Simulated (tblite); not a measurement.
A geometry optimisation, step by step.

Compound: C₄H₁₀F₂SSi.
Atom-mapped SMILES: `[CH3:1][C@H:2]([S:3][CH2:4][SiH3:5])[CH:6]([F:7])[F:8]` (hydrogens: H9, H10, H11 on C1; H12 on C2; H13, H14 on C4; H15, H16, H17 on Si5; H18 on C6)

Computed with GFN2-xTB (tblite), gas phase: L-BFGS steps from a force-field or distance-geometry start until the largest atomic force falls under 0.01 eV/Å. 6 of its 45 geometries are shown.

Step 0: E = -764.5066 eV, largest atomic force 1.835 eV/Å
```
atom  x, y, z in Å  |  force x, y, z in eV/Å
C1     -1.745    0.800    0.885   -0.607   0.542  -0.013
C2     -1.136   -0.587    0.833    0.086   0.021   0.870
S3      0.714   -0.504    1.037   -0.607  -0.042  -0.649
C4      1.200    0.257   -0.563   -0.529  -0.414   0.151
Si5     3.014    0.653   -0.495    1.765   0.495   0.080
C6     -1.597   -1.383   -0.384    0.488   0.423   0.148
F7     -1.367   -0.682   -1.528   -0.220  -0.283   0.033
F8     -2.930   -1.574   -0.310   -0.172  -0.074  -0.098
H9     -2.842    0.724    0.914    0.247  -0.086  -0.056
H10    -1.449    1.350    1.786    0.130  -0.284  -0.276
H11    -1.497    1.400    0.006    0.098  -0.135   0.112
H12    -1.488   -1.131    1.733    0.314   0.031  -0.374
H13     0.624    1.164   -0.726   -0.142  -0.123   0.044
H14     1.014   -0.460   -1.367   -0.143   0.141   0.183
H15     3.321    1.648    0.570   -0.204  -0.356  -0.259
H16     3.426    1.260   -1.784   -0.209  -0.139   0.206
H17     3.841   -0.563   -0.295   -0.318   0.256   0.011
H18    -1.111   -2.366   -0.459    0.023   0.027  -0.114
```

Step 9: E = -764.6365 eV, largest atomic force 0.084 eV/Å
```
atom  x, y, z in Å  |  force x, y, z in eV/Å
C1     -1.775    0.819    0.886    0.038  -0.002  -0.010
C2     -1.148   -0.566    0.848    0.013   0.034   0.002
S3      0.686   -0.534    0.994   -0.035  -0.019  -0.026
C4      1.219    0.248   -0.559    0.028   0.003  -0.019
Si5     3.080    0.672   -0.496   -0.012  -0.012   0.010
C6     -1.594   -1.362   -0.372    0.022   0.003   0.046
F7     -1.396   -0.694   -1.533   -0.080  -0.004   0.026
F8     -2.933   -1.590   -0.307    0.059  -0.042  -0.009
H9     -2.860    0.730    0.905    0.047   0.013   0.009
H10    -1.438    1.346    1.774   -0.036   0.011  -0.004
H11    -1.490    1.392    0.005   -0.023   0.009  -0.009
H12    -1.447   -1.143    1.728   -0.015   0.004  -0.006
H13     0.621    1.143   -0.710    0.017   0.011   0.027
H14     1.008   -0.448   -1.367    0.028   0.003  -0.045
H15     3.308    1.634    0.584   -0.007  -0.045  -0.031
H16     3.408    1.261   -1.799   -0.020  -0.024   0.056
H17     3.829   -0.566   -0.278   -0.012   0.052   0.007
H18    -1.087   -2.337   -0.450   -0.009   0.006  -0.023
```

Step 18: E = -764.6445 eV, largest atomic force 0.067 eV/Å
```
atom  x, y, z in Å  |  force x, y, z in eV/Å
C1     -1.769    0.833    0.880    0.026  -0.061  -0.012
C2     -1.148   -0.557    0.846    0.011  -0.020  -0.019
S3      0.687   -0.568    0.965   -0.023   0.009   0.023
C4      1.222    0.240   -0.572    0.033   0.030  -0.014
Si5     3.080    0.664   -0.485    0.000  -0.001  -0.002
C6     -1.598   -1.365   -0.366   -0.008   0.003   0.020
F7     -1.455   -0.679   -1.525   -0.050  -0.012   0.015
F8     -2.923   -1.651   -0.272    0.020   0.001  -0.002
H9     -2.854    0.733    0.904    0.031   0.040  -0.011
H10    -1.440    1.367    1.768    0.004  -0.033  -0.046
H11    -1.493    1.404   -0.005   -0.015  -0.022   0.029
H12    -1.449   -1.127    1.730    0.004   0.020  -0.002
H13     0.632    1.145   -0.693   -0.010   0.002  -0.014
H14     1.019   -0.428   -1.407   -0.037  -0.002   0.026
H15     3.300    1.620    0.598   -0.010  -0.003   0.000
H16     3.395    1.256   -1.787    0.027  -0.002   0.019
H17     3.842   -0.562   -0.258   -0.005   0.005  -0.005
H18    -1.057   -2.319   -0.466    0.004   0.047  -0.005
```

Step 26: E = -764.6489 eV, largest atomic force 0.058 eV/Å
```
atom  x, y, z in Å  |  force x, y, z in eV/Å
C1     -1.758    0.832    0.867    0.008  -0.012   0.010
C2     -1.147   -0.559    0.842   -0.002   0.008  -0.017
S3      0.689   -0.571    0.956   -0.043   0.010   0.038
C4      1.219    0.245   -0.578    0.002   0.005  -0.006
Si5     3.080    0.658   -0.476    0.000   0.007  -0.011
C6     -1.606   -1.369   -0.364   -0.001   0.005   0.013
F7     -1.534   -0.663   -1.518    0.020  -0.007   0.008
F8     -2.915   -1.706   -0.231    0.012  -0.032   0.019
H9     -2.844    0.748    0.896    0.014   0.008   0.006
H10    -1.418    1.361    1.753   -0.006   0.039  -0.023
H11    -1.486    1.400   -0.022    0.015  -0.019   0.026
H12    -1.449   -1.115    1.735    0.022  -0.014  -0.039
H13     0.634    1.154   -0.694    0.000   0.017   0.014
H14     0.998   -0.416   -1.412    0.013  -0.015  -0.013
H15     3.286    1.611    0.612   -0.009  -0.003   0.007
H16     3.420    1.255   -1.768    0.012   0.009  -0.012
H17     3.849   -0.563   -0.248   -0.028  -0.012   0.003
H18    -1.027   -2.297   -0.493   -0.030   0.007  -0.024
```

Step 35: E = -764.6506 eV, largest atomic force 0.016 eV/Å
```
atom  x, y, z in Å  |  force x, y, z in eV/Å
C1     -1.753    0.834    0.864    0.004  -0.002   0.000
C2     -1.146   -0.559    0.840    0.000   0.004  -0.003
S3      0.688   -0.565    0.958   -0.013  -0.006   0.005
C4      1.218    0.250   -0.578    0.000   0.006  -0.006
Si5     3.080    0.659   -0.476   -0.011  -0.003   0.003
C6     -1.609   -1.372   -0.364    0.005   0.003   0.005
F7     -1.565   -0.659   -1.514    0.003   0.000   0.002
F8     -2.908   -1.735   -0.210    0.005   0.001   0.001
H9     -2.839    0.757    0.895    0.007  -0.004  -0.001
H10    -1.409    1.373    1.742    0.002  -0.006   0.001
H11    -1.476    1.394   -0.027   -0.006  -0.006  -0.003
H12    -1.445   -1.121    1.730    0.004   0.008  -0.004
H13     0.636    1.161   -0.691   -0.003   0.005  -0.002
H14     0.995   -0.413   -1.412    0.004   0.001  -0.002
H15     3.276    1.606    0.619    0.005   0.005   0.005
H16     3.434    1.258   -1.764   -0.002   0.002  -0.002
H17     3.836   -0.569   -0.244   -0.011  -0.012   0.000
H18    -1.020   -2.290   -0.512    0.005   0.004   0.003
```

Step 44: E = -764.6508 eV, largest atomic force 0.008 eV/Å
```
atom  x, y, z in Å  |  force x, y, z in eV/Å
C1     -1.752    0.833    0.862    0.000   0.000   0.000
C2     -1.144   -0.559    0.840   -0.001   0.001   0.001
S3      0.689   -0.563    0.957   -0.006   0.000   0.004
C4      1.215    0.253   -0.579    0.000   0.003  -0.005
Si5     3.077    0.659   -0.474   -0.005  -0.003  -0.002
C6     -1.606   -1.371   -0.364    0.004  -0.003   0.003
F7     -1.566   -0.658   -1.514   -0.002  -0.002   0.003
F8     -2.904   -1.740   -0.207    0.003   0.001  -0.007
H9     -2.837    0.755    0.897    0.002   0.002   0.002
H10    -1.405    1.373    1.739   -0.002   0.003  -0.002
H11    -1.478    1.391   -0.031   -0.005   0.002   0.001
H12    -1.444   -1.119    1.730    0.004   0.000   0.001
H13     0.632    1.164   -0.693   -0.002   0.001   0.001
H14     0.996   -0.410   -1.413   -0.007   0.003  -0.002
H15     3.278    1.605    0.621    0.004  -0.002   0.006
H16     3.434    1.259   -1.760    0.004   0.002  -0.006
H17     3.819   -0.578   -0.244    0.004  -0.004   0.002
H18    -1.014   -2.287   -0.513    0.003  -0.005   0.000
```

Problem. Summarise the path.

Solution. The energy falls by 0.1443 eV from step 0 to step 44; nine tenths of that is first reached at step 9. It falls at every step. The largest force goes from 1.835 to 0.008 eV/Å. Among the bonds C4–Si5 changes most, from 1.857 to 1.908 Å; the atoms move by 0.089 Å rms after alignment.

Problem. Follow the three bonds and two angles with the largest change from start to end.

Solution. 
```json
{"step": "0", "E above end (eV)": "0.1443", "largest force (eV/Å)": "1.835", "C4–Si5 (Å)": "1.857", "Si5–H15 (Å)": "1.490", "C2–S3 (Å)": "1.863", "H15–Si5–H16 (°)": "106.9", "H16–Si5–H17 (°)": "107.3"}
{"step": "2", "E above end (eV)": "0.0394", "largest force (eV/Å)": "0.339", "C4–Si5 (Å)": "1.912", "Si5–H15 (Å)": "1.459", "C2–S3 (Å)": "1.839", "H15–Si5–H16 (°)": "109.0", "H16–Si5–H17 (°)": "109.1"}
{"step": "4", "E above end (eV)": "0.0244", "largest force (eV/Å)": "0.148", "C4–Si5 (Å)": "1.912", "Si5–H15 (Å)": "1.455", "C2–S3 (Å)": "1.832", "H15–Si5–H16 (°)": "109.9", "H16–Si5–H17 (°)": "110.0"}
{"step": "6", "E above end (eV)": "0.0189", "largest force (eV/Å)": "0.117", "C4–Si5 (Å)": "1.905", "Si5–H15 (Å)": "1.461", "C2–S3 (Å)": "1.836", "H15–Si5–H16 (°)": "110.3", "H16–Si5–H17 (°)": "110.4"}
{"step": "8", "E above end (eV)": "0.0155", "largest force (eV/Å)": "0.078", "C4–Si5 (Å)": "1.908", "Si5–H15 (Å)": "1.465", "C2–S3 (Å)": "1.840", "H15–Si5–H16 (°)": "110.7", "H16–Si5–H17 (°)": "110.8"}
{"step": "10", "E above end (eV)": "0.0133", "largest force (eV/Å)": "0.083", "C4–Si5 (Å)": "1.912", "Si5–H15 (Å)": "1.462", "C2–S3 (Å)": "1.840", "H15–Si5–H16 (°)": "111.1", "H16–Si5–H17 (°)": "111.1"}
{"step": "11", "E above end (eV)": "0.0123", "largest force (eV/Å)": "0.092", "C4–Si5 (Å)": "1.912", "Si5–H15 (Å)": "1.461", "C2–S3 (Å)": "1.838", "H15–Si5–H16 (°)": "111.2", "H16–Si5–H17 (°)": "111.2"}
{"step": "13", "E above end (eV)": "0.0106", "largest force (eV/Å)": "0.076", "C4–Si5 (Å)": "1.906", "Si5–H15 (Å)": "1.459", "C2–S3 (Å)": "1.838", "H15–Si5–H16 (°)": "111.2", "H16–Si5–H17 (°)": "111.3"}
{"step": "15", "E above end (eV)": "0.0090", "largest force (eV/Å)": "0.094", "C4–Si5 (Å)": "1.902", "Si5–H15 (Å)": "1.460", "C2–S3 (Å)": "1.839", "H15–Si5–H16 (°)": "111.2", "H16–Si5–H17 (°)": "111.3"}
{"step": "17", "E above end (eV)": "0.0071", "largest force (eV/Å)": "0.075", "C4–Si5 (Å)": "1.905", "Si5–H15 (Å)": "1.461", "C2–S3 (Å)": "1.840", "H15–Si5–H16 (°)": "111.2", "H16–Si5–H17 (°)": "111.4"}
{"step": "19", "E above end (eV)": "0.0058", "largest force (eV/Å)": "0.060", "C4–Si5 (Å)": "1.910", "Si5–H15 (Å)": "1.461", "C2–S3 (Å)": "1.838", "H15–Si5–H16 (°)": "111.3", "H16–Si5–H17 (°)": "111.5"}
{"step": "21", "E above end (eV)": "0.0049", "largest force (eV/Å)": "0.058", "C4–Si5 (Å)": "1.909", "Si5–H15 (Å)": "1.461", "C2–S3 (Å)": "1.836", "H15–Si5–H16 (°)": "111.2", "H16–Si5–H17 (°)": "111.4"}
{"step": "23", "E above end (eV)": "0.0037", "largest force (eV/Å)": "0.079", "C4–Si5 (Å)": "1.906", "Si5–H15 (Å)": "1.462", "C2–S3 (Å)": "1.838", "H15–Si5–H16 (°)": "111.1", "H16–Si5–H17 (°)": "111.2"}
{"step": "25", "E above end (eV)": "0.0024", "largest force (eV/Å)": "0.061", "C4–Si5 (Å)": "1.907", "Si5–H15 (Å)": "1.461", "C2–S3 (Å)": "1.839", "H15–Si5–H16 (°)": "111.0", "H16–Si5–H17 (°)": "111.0"}
{"step": "27", "E above end (eV)": "0.0015", "largest force (eV/Å)": "0.051", "C4–Si5 (Å)": "1.911", "Si5–H15 (Å)": "1.461", "C2–S3 (Å)": "1.838", "H15–Si5–H16 (°)": "111.0", "H16–Si5–H17 (°)": "110.9"}
{"step": "29", "E above end (eV)": "0.0009", "largest force (eV/Å)": "0.038", "C4–Si5 (Å)": "1.911", "Si5–H15 (Å)": "1.461", "C2–S3 (Å)": "1.836", "H15–Si5–H16 (°)": "111.1", "H16–Si5–H17 (°)": "110.9"}
{"step": "31", "E above end (eV)": "0.0005", "largest force (eV/Å)": "0.032", "C4–Si5 (Å)": "1.909", "Si5–H15 (Å)": "1.461", "C2–S3 (Å)": "1.836", "H15–Si5–H16 (°)": "111.1", "H16–Si5–H17 (°)": "110.9"}
{"step": "33", "E above end (eV)": "0.0004", "largest force (eV/Å)": "0.022", "C4–Si5 (Å)": "1.909", "Si5–H15 (Å)": "1.461", "C2–S3 (Å)": "1.837", "H15–Si5–H16 (°)": "111.1", "H16–Si5–H17 (°)": "111.0"}
{"step": "34", "E above end (eV)": "0.0003", "largest force (eV/Å)": "0.020", "C4–Si5 (Å)": "1.909", "Si5–H15 (Å)": "1.461", "C2–S3 (Å)": "1.838", "H15–Si5–H16 (°)": "111.2", "H16–Si5–H17 (°)": "111.0"}
{"step": "36", "E above end (eV)": "0.0002", "largest force (eV/Å)": "0.015", "C4–Si5 (Å)": "1.910", "Si5–H15 (Å)": "1.461", "C2–S3 (Å)": "1.838", "H15–Si5–H16 (°)": "111.2", "H16–Si5–H17 (°)": "111.1"}
{"step": "38", "E above end (eV)": "0.0002", "largest force (eV/Å)": "0.024", "C4–Si5 (Å)": "1.909", "Si5–H15 (Å)": "1.461", "C2–S3 (Å)": "1.837", "H15–Si5–H16 (°)": "111.2", "H16–Si5–H17 (°)": "111.1"}
{"step": "40", "E above end (eV)": "0.0001", "largest force (eV/Å)": "0.017", "C4–Si5 (Å)": "1.909", "Si5–H15 (Å)": "1.462", "C2–S3 (Å)": "1.836", "H15–Si5–H16 (°)": "111.1", "H16–Si5–H17 (°)": "111.2"}
{"step": "42", "E above end (eV)": "0.0000", "largest force (eV/Å)": "0.010", "C4–Si5 (Å)": "1.908", "Si5–H15 (Å)": "1.461", "C2–S3 (Å)": "1.837", "H15–Si5–H16 (°)": "111.1", "H16–Si5–H17 (°)": "111.2"}
{"step": "44", "E above end (eV)": "0.0000", "largest force (eV/Å)": "0.008", "C4–Si5 (Å)": "1.908", "Si5–H15 (Å)": "1.461", "C2–S3 (Å)": "1.837", "H15–Si5–H16 (°)": "111.1", "H16–Si5–H17 (°)": "111.2"}
```

What follows is the cost of the whole relaxation. On one thread, AMD EPYC 7R43 (x86_64), shared host with 256 logical CPUs at a one-minute load of 164, this took 0.54 s of wall time.
